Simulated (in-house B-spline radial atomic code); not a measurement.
## RPA and G0W0 on PBE0: K⁸⁺

Configuration [Ne] 3s1, highest spin, mean-field start PBE0. Computed with a B-spline radial code for spherical atoms: all electrons, non-relativistic, point nucleus, each spin shell either full or empty, empty states to l = 9 with an (l + 1/2)⁻⁴ tail; G0W0 by contour deformation at full frequency.

Command:
```bash
python run_gw.py task.json out
```
Settings (radii: box in bohr, nucleus in fm):
```
Z                        19
electrons                11
configuration            [Ne] 3s1
hamiltonian              nr
method                   pbe0
lmax                     9
spin_polarised           True
box_radius               7.7
intervals                47
ion_configuration        [He] 2s2 2p6
```

Run time, properties included: 1.9 s on 1 thread of Intel(R) Xeon(R) 6975P-C, on a shared host.

Energies (hartree):

```csv
term,value
mean-field total,-577.86166
Hartree-Fock functional on these orbitals,-577.58826
direct second order,-0.71613
second-order exchange,0.27228
SOSEX correction,0.25549
```

Question: What is the RPA correlation energy, and what remains with SOSEX?

Answer: RPA gives -0.66492 hartree (-1.64 eV per electron); RPA + SOSEX gives -0.40942, and the second-order doubles -0.44385 hartree (no singles). SOSEX takes back 38 % of the RPA value.

Quasi-particle levels (eV):

```csv
level,occupied,mean field,Σx - vxc,Σc,QP weight,G0W0
3s up,yes,-168.97,-5.74,?,?,?
2p down,yes,-452.79,-23.69,2.86,0.975,-473.62
2p up,yes,-453.51,-23.87,2.93,0.970,-474.45
3s down,no,-159.79,8.10,-2.69,0.961,-154.38
```

G0W0 = mean field + (Σx - vxc) + Σc, with Σc (partial-wave tail included) taken at the quasi-particle energy. Only the outer levels were computed. Levels of low weight are left out.

Question: Where does G0W0 put 3s up?

Answer: At -176.53 eV, with Σc = -1.82 eV and a quasi-particle weight of 0.978. The tabulated removal energy is 175.817 ± 0.0025 eV (NIST, semi-empirical); the calculation leaves out relativity, Breit and QED terms, and what these don't explain is the method's own error.

Question: What does it cost to remove one electron (to [He] 2s2 2p6) by differences of total energies, each species on its own start (correlation terms add to the Hartree-Fock functional)?

Answer: PBE0 175.89 eV, Hartree-Fock functional 174.60 eV, + RPA 176.06 eV, + RPA + SOSEX 175.10 eV, + second order 175.20 eV. Tabulated: 175.817 ± 0.0025 eV (NIST, semi-empirical); the calculation leaves out relativity, Breit and QED terms, and what these don't explain is the method's own error.
